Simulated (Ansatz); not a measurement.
`[OH][Al]([Cl])[Cl]`, relaxed with RKS PBE0-D4/def2-TZVP in Ansatz 0.2.0 from a PBE-D4/def2-SVP geometry. The force threshold is 0.005 eV/Å; the program also tests the step.

Charge 0, multiplicity 1.

Start:

```xyz
5

O     0.665   -0.821    0.828
Al   -0.200    0.334   -0.077
Cl   -0.852    2.050    0.928
Cl   -0.617    0.083   -2.121
H     1.003   -1.645    0.442
```

**Question.** How much energy does the relaxation release, and in how many steps? (An estimate is asked.)

**Answer.** Ansatz gave: 0.02 eV, in 5 steps.

**Question.** Which bonds change most? (Estimate.)

**Answer.** Computed: O1–Al2 from 1.703 to 1.677 Å; Al2–Cl3 from 2.092 to 2.070 Å; Al2–Cl4 from 2.102 to 2.080 Å; O1–H5 from 0.970 to 0.956 Å.

**Question.** Give the relaxed structure. (Best estimate.)

**Answer.** Computed: 
```xyz
5

O     0.658   -0.816    0.811
Al   -0.196    0.332   -0.064
Cl   -0.848    2.036    0.914
Cl   -0.603    0.075   -2.087
H     0.989   -1.627    0.427
```
